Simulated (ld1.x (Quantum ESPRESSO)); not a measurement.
## Mg: one change to an RRKJ potential, before and after

```
Element                 : magnesium (Mg)
Generator               : ld1.x (Quantum ESPRESSO) 7.5
Type                    : norm-conserving RRKJ (Kleinman–Bylander form)
Functional              : PBEsol
Relativity              : scalar-relativistic
Frozen core             : [He]
Valence charge          : 10
Reference configuration : 2s2 2p6 3s2 3p0
Partial waves           : 2s (bound): rc 0.80 bohr; 3d channel at 0.25 Ry: rc 0.60 bohr; 2p (bound): rc 0.75 bohr
Local potential         : the p channel
Core correction         : none
```

Occupied shells without a wave of their own: 3s. They enter only through the test configuration that unscreens the potential.

All-electron outer shells of the reference configuration (PBEsol, scalar-relativistic, ld1.x):

| shell | level (eV) | outermost node (bohr) | outermost maximum (bohr) |
| --- | --- | --- | --- |
| 1s | -1256.64 | – | 0.09 |
| 2s | -79.59 | 0.18 | 0.55 |
| 2p | -46.55 | – | 0.48 |
| 3s | -4.68 | 0.90 | 2.56 |
| 3p | -1.30 | 0.96 | 3.50 |

Change: all radii scaled by about 1.09 (s 0.86, p 0.82, d 0.66 bohr).

Cutoffs: the cutoffs (Ry, on a coarse ladder) from which the occupation-weighted sum of valence levels, in a spherical-Bessel basis at the reference potential, stays within 10 and 1 mRy of its value at 400 Ry; they do not see the model core or the augmentation charge, which bear on the density cutoff. Errors are all-electron minus pseudo energies relative to the spin-unpolarised reference configuration.

How do hardness, ghosts and transferability respond?

Of the 7 tests that both files solve, the error grows in 5 and shrinks in 1 by more than 15 % and 0.3 meV (median size 7.2 → 13.2 meV); neither file shows a bound ghost.

| quantity | base | changed |
| --- | --- | --- |
| cutoff, loose | 260 Ry | 230 Ry |
| cutoff, tight | over 300 Ry | over 300 Ry |
| loose cutoff by channel (10 mRy a level) | s 140 Ry, p 200 Ry | s 110 Ry, p 180 Ry |
| bound ghosts | none | none |
| error for 2s2 2p6 3s1 3p0, meV [ΔE 7.92 eV] | +6.2 | +13 |
| error for 2s2 2p6 3s0 3p0, meV [ΔE 22.74 eV] | +17 | +36 |
| error for 2s2 2p6 3s1.5 3p0, meV [ΔE 3.13 eV] | +2.6 | +5.6 |
| error for 2s2 2p6 3s0 3p1, meV [ΔE 12.23 eV] | -3.3 | +3.5 |
| error for 2s1 2p6 3s2 3p0, meV [ΔE 91.20 eV] | -29 | -56 |
| error for 2s2 2p6 3s0 3p2, meV [ΔE 7.13 eV] | -10 | -8.4 |
| error for 2s2 2p5 3s2 3p0, meV [ΔE 58.46 eV] | +7.2 | +16 |
